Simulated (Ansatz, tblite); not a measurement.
Removing and adding an electron: Ge(vinyl)H3 (C₂H₆Ge). Charge 0, multiplicity 1. Geometry: PBE0-D4/def2-TZVP. Ansatz, gas phase; energy differences of separate SCF runs; the oxidised species was run as a doublet alone; the reduced species was run as a doublet alone.

```xyz
9

Ge    0.007    0.075   -1.321
C    -0.245    0.457    0.562
C     0.135   -0.372    1.526
H    -0.724    1.395    0.834
H     0.614   -1.323    1.312
H    -0.014   -0.137    2.577
H     0.691   -1.296   -1.453
H     0.883    1.153   -1.984
H    -1.347    0.048   -2.053
```

The xTB rows come from tblite.

```
               level  −HOMO (eV)  vertical IE (eV)  −LUMO (eV)  vertical EA (eV)  HOMO–LUMO gap (eV)  IE − EA (eV)                       remarks
            GFN1-xTB       12.36             15.22        7.50              4.07                4.86         11.15                             –
            GFN2-xTB       11.18             14.22        6.25              2.58                4.93         11.64                             –
    PBE-D4/def2-TZVP        6.81              9.96        1.32                 –                5.50             –                             –
   PBE-D4/def2-TZVPD        6.83                 –        1.36             -1.20                5.47             –  HOMO above zero (-1 doublet)
 r2SCAN-D4/def2-TZVP        7.03              9.95        1.10                 –                5.94             –                             –
r2SCAN-D4/def2-TZVPD        7.03                 –        1.12             -1.36                5.91             –  HOMO above zero (-1 doublet)
   PBE0-D4/def2-TZVP        7.94             10.07        0.29                 –                7.64             –                             –
  PBE0-D4/def2-TZVPD        7.94                 –        0.35             -1.37                7.59             –  HOMO above zero (-1 doublet)
```

   A HOMO above zero means that the electron is unbound at that level or that self-interaction error raises the level; the energy of removing that electron tells which. Raw xTB energy differences between charge states are shifted by several eV; the methods need an empirical correction for them. A negative affinity means that the extra electron isn't bound; its size then hangs on the basis.
